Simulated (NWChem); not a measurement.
System: InF cation, doublet; SMILES of the neutral closed-shell parent [F][In]

```xyz
2

In     0.0000     0.0000    -0.3027
F      0.0000     0.0000     1.6480
```
Atoms are numbered in this order, from 1.

Results from NWChem. Spin-unrestricted. Medium grid unless said otherwise, to which SCAN and Minnesota functionals are sensitive. Coordinates come from a PBE0/def2-SVP, spin-unrestricted optimisation. The spin multiplicity was typed, not searched, and may not be the lowest. No stability test was run on the SCF state. def2 effective core potentials on In; no spin-orbit coupling. B3LYP is NWChem's, with the RPA form of VWN correlation. Total energies of different functionals are on different scales.

```json
[
 {"level": "B3LYP/def2-SVP", "energy (Ha)": "-289.6515", "highest occupied level (eV)": "-15.54", "lowest empty minus highest occupied level, either spin (eV)": "2.71", "<S²>": "0.756"},
 {"level": "PBE/def2-SVP", "energy (Ha)": "-289.4982", "highest occupied level (eV)": "-14.55", "lowest empty minus highest occupied level, either spin (eV)": "1.10", "<S²>": "0.752"},
 {"level": "LC-wPBE (HJS exchange hole, range parameter 0.4 per bohr)/def2-SVP", "energy (Ha)": "-289.5476", "highest occupied level (eV)": "-18.24", "lowest empty minus highest occupied level, either spin (eV)": "8.33", "<S²>": "0.760"},
 {"level": "revPBE/def2-SVP", "energy (Ha)": "-289.6124", "highest occupied level (eV)": "-14.47", "lowest empty minus highest occupied level, either spin (eV)": "1.18", "<S²>": "0.753"},
 {"level": "M05-2X/def2-SVP", "energy (Ha)": "-289.4994", "highest occupied level (eV)": "-16.70", "lowest empty minus highest occupied level, either spin (eV)": "4.43", "<S²>": "0.759"},
 {"level": "OLYP/def2-SVP", "energy (Ha)": "-289.7969", "highest occupied level (eV)": "___", "lowest empty minus highest occupied level, either spin (eV)": "1.12", "<S²>": "0.753"},
 {"level": "HCTH/407/def2-SVP", "energy (Ha)": "-290.1220", "highest occupied level (eV)": "-14.69", "lowest empty minus highest occupied level, either spin (eV)": "0.76", "<S²>": "0.753"}
]
```

Task: What belongs in the gaps?

Result: 
- OLYP/def2-SVP, highest occupied level (eV): -14.34
